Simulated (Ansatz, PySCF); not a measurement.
Caution: the highest occupied level lies above zero, so the state may not be bound. This singlet lies 1.28 eV below the relaxed triplet at the level frozen-core CCSD(T)/aug-cc-pVDZ // PBE0-D3(BJ)/def2-TZVPD (Ansatz, a quantum-chemistry and plane-wave program).

Cartesian coordinates (Å):
SMILES: [CH3][Al-][OH]
```xyz
7

C     -0.8828    -0.0198     0.3044
Al     0.7566     1.1727     0.6764
O      2.0121     0.2251    -0.1687
H     -1.8191     0.3553     0.7364
H     -0.7128    -1.0327     0.7061
H     -1.0357    -0.1238    -0.7829
H      1.6816    -0.5768    -0.5846
```
Charge -1, spin multiplicity 1.

Question: Estimate the HOMO and total energy that PBE0-D3(BJ)/def2-TZVPD (PySCF) returns for this input.

Answer: 
| Quantity | Result |
|---|---|
| HOMO | 0.37 eV |
| total energy | -9742.57 eV |
